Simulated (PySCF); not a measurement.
Electron correlation in Se³²⁺ (selenium, charge +32)

1s2, closed-shell 1S. All numbers are calculated (PySCF 2.14, no relativity, point nucleus, in an uncontracted even-tempered set (15 s from 45 bohr⁻², ratio 2.2; 7 p from 68 bohr⁻², ratio 2.4; 4 d from 200 bohr⁻², ratio 2.4; 3 f from 310 bohr⁻², ratio 2.4; 3 g from 460 bohr⁻², ratio 2.4)). Frozen: nothing; 2 electrons correlated; the 11 highest virtual orbitals of each spin left out.

With two correlated electrons CCSD is exact within the correlated space (frozen core and kept virtual orbitals).

```json
{"level": "CCSD", "correlation energy (mhartree)": "-45.69"}
```

Diagnostics: T1 = 1.9e-06, D1 = 0.0000, largest double amplitude 0.001.

Task: Is a single reference adequate?

Result: Yes, within this model without spin-orbit coupling: T1 lies below 0.03 and no double amplitude reaches 0.07.

At this charge a non-relativistic calculation is a model, useful for the Z dependence of the correlation energy.
